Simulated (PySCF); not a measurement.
CH4AlClN, CH6AlN2, CH3AlNO (calculated)

Calculation on a computer-drawn molecule: the log of a Hartree-Fock and frozen-core CCSD(T) single point meant for a local Hartree-Fock minimum, with one planted fault or none, to be diagnosed. Offsets are logged minus clean, where the clean run is the same molecule without the fault. The reference is restricted for singlets and unrestricted otherwise, and also for a bond in bohr or an excited solution. Adding or removing an electron swaps singlet and doublet. The excited solution moves the top pair (singlet) or top alpha electron (doublet) to the lowest empty orbital. Highest occupied and lowest empty are orbital energies over both spins, largest force is the largest gradient component, triples share is (T) over the correlation energy, the T1 limit is 0.02 restricted and 0.045 unrestricted, electrons count all cores, a negative frequency is imaginary (commonest isotopes), and the dipole is about the centre of nuclear charge. Program: PySCF 2.14.0.

Common to all runs: meant charge 0; meant multiplicity 2; meant basis cc-pV(D+d)Z; logged SCF converged yes; logged CC converged yes; logged SCF stable within its kind yes; possible faults no fault, one electron removed, one electron added, multiplicity raised by two, geometry at a saddle point, SCF held on an excited solution, minimal basis STO-3G, one bond length entered in bohr, all coordinates scaled.

```json
{"entry": 1, "formula": "CH4AlClN", "logged_structure": {"atoms_angstrom": [["N", -0.2109, -0.6769, 1.3019], ["C", -0.7826, -0.4825, 0.0595], ["Al", 0.0162, -0.8527, -1.6261], ["Cl", -1.1659, -0.5787, -3.368], ["H", 0.7857, -0.7474, 1.35], ["H", -0.5966, -0.1733, 2.076], ["H", -1.8184, -0.1563, 0.1286], ["H", 1.5044, -1.326, -1.8017]]}, "given": {"logged_electrons": 48, "logged_basis_functions": 94, "logged_spin_squared": 0.0, "logged_highest_occupied [eV]": 0.013419, "logged_lowest_empty [eV]": 8.1558, "logged_largest_force [hartree/bohr]": 0.065283, "logged_T1_diagnostic": 0.013263, "logged_D1_diagnostic": 0.050267, "logged_triples_share": 0.030921, "logged_dipole_magnitude [debye]": 1.4049, "logged_energy_HF [hartree]": -796.07366, "logged_energy_CCSD(T) [hartree]": -796.66451, "drawn_bonds_atom": [1, 2, 3, 1, 1, 2, 3], "drawn_bonds_other_atom": [2, 3, 4, 5, 6, 7, 8], "drawn_bonds_order": [1, 1, 1, 1, 1, 1, 1]}, "results": {"planted_fault": "one electron added", "HF_energy_offset_from_clean_run [kcal/mol]": 27.21, "CCSD(T)_energy_offset_from_clean_run [kcal/mol]": 0.7507}, "notes": ["highest electron not bound in this basis"]}
{"entry": 2, "formula": "CH6AlN2", "logged_structure": {"atoms_angstrom": [["N", -0.1544, -2.1809, 2.5486], ["C", -0.1778, -0.844, 2.1582], ["Al", -1.3872, 0.0111, 0.9372], ["N", -2.7341, -0.8663, 0.1932], ["H", 0.3108, -2.3839, 3.4125], ["H", -1.0232, -2.674, 2.4864], ["H", 0.679, -0.2955, 2.5486], ["H", -1.2153, 1.544, 0.5922], ["H", -3.9925, -0.0747, -0.9827], ["H", -2.9376, -1.844, 0.2805]]}, "given": {"logged_electrons": 39, "logged_basis_functions": 95, "logged_spin_squared": 1.503, "logged_highest_occupied [eV]": -7.732, "logged_lowest_empty [eV]": 2.0686, "logged_largest_force [hartree/bohr]": 0.01731, "logged_T1_diagnostic": 0.058973, "logged_D1_diagnostic": 0.28977, "logged_triples_share": 0.0344, "logged_dipole_magnitude [debye]": 2.5865, "logged_energy_HF [hartree]": -392.04285, "logged_energy_CCSD(T) [hartree]": -392.62813, "drawn_bonds_atom": [1, 2, 3, 1, 1, 2, 3, 4, 4], "drawn_bonds_other_atom": [2, 3, 4, 5, 6, 7, 8, 9, 10], "drawn_bonds_order": [1, 1, 1, 1, 1, 1, 1, 1, 1]}, "results": {"planted_fault": "one bond length entered in bohr, row 8 of the drawn bonds", "HF_energy_offset_from_clean_run [kcal/mol]": 90.34, "CCSD(T)_energy_offset_from_clean_run [kcal/mol]": 92.34}, "notes": ["T1 above single-reference limit"]}
{"entry": 3, "formula": "CH3AlNO", "logged_structure": {"atoms_angstrom": [["N", -1.2128, -0.3233, 0.0], ["C", -0.1076, 0.4866, 0.0], ["Al", 1.7162, -0.0209, 0.0], ["O", 3.2382, -0.4297, 0.0], ["H", -2.1328, 0.0598, 0.0], ["H", -1.1448, -1.3165, 0.0], ["H", -0.3564, 1.5442, 0.0]]}, "given": {"logged_electrons": 37, "logged_basis_functions": 80, "logged_spin_squared": 0.7607, "logged_highest_occupied [eV]": -8.4888, "logged_lowest_empty [eV]": 1.7785, "logged_largest_force [hartree/bohr]": 2.9871e-05, "logged_lowest_frequency [cm^-1]": -442.19, "logged_T1_diagnostic": 0.027305, "logged_D1_diagnostic": 0.087783, "logged_triples_share": 0.033344, "logged_dipole_magnitude [debye]": 7.662, "logged_energy_HF [hartree]": -410.78865, "logged_energy_CCSD(T) [hartree]": -411.37323, "drawn_bonds_atom": [1, 2, 3, 1, 1, 2], "drawn_bonds_other_atom": [2, 3, 4, 5, 6, 7], "drawn_bonds_order": [1, 1, 2, 1, 1, 1]}, "results": {"planted_fault": "geometry at a saddle point", "HF_energy_offset_from_clean_run [kcal/mol]": 0.6688, "CCSD(T)_energy_offset_from_clean_run [kcal/mol]": 0.6974}}
```
